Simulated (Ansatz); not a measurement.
Strength of the N–In bond: C2H7InN → C2H5N + InH2

Species: C2H7InN `[CH2][N](C)[InH2]`, doublet; C2H5N (N-methylmethanimine) `C=NC`, singlet; InH2 `[InH2]`, doublet. 

Shapes, held fixed at every level: PBE0-D4/def2-TZVP. Flexible molecules stand in one conformer, not always the lowest. Programs: Ansatz 0.2.0. Electronic energies: no zero-point or thermal term.

| level | kind | ΔE (kJ/mol) | less CCSD(T)/def2-TZVPP |
| --- | --- | --- | --- |
| HF/def2-SVP | Hartree–Fock | +63.2 | -17.0 |
| BHLYP-D4/def2-TZVPP | global hybrid | +76.9 | -3.3 |
| wB97M-V/def2-TZVPP | range-separated hybrid | +76.9 | -3.3 |
| wB97X-V/def2-TZVPP | range-separated hybrid | +77.1 | -3.1 |
| B2PLYP/def2-TZVPP | double hybrid | +68.6 | -11.6 |
| CCSD/def2-TZVPP | coupled cluster or CI | +76.4 | -3.8 |
| CCSD(T)/def2-TZVPP | coupled cluster or CI | +80.2 | 0.0 |

The highest level, CCSD(T)/def2-TZVPP, gives ΔE = +80.2 kJ/mol; the levels span +63.2 to +80.2. A fragment pairs its electrons up again, so this isn't a typical strength of such a bond. The column of differences is taken from that level and isn't an error. No measured value is set beside it here. Open shells run unrestricted unless RO is named. For atoms past krypton def2 sets carry core potentials with scalar relativity. Correlated rows may include outer-core shells of In, which these sets cover unevenly.
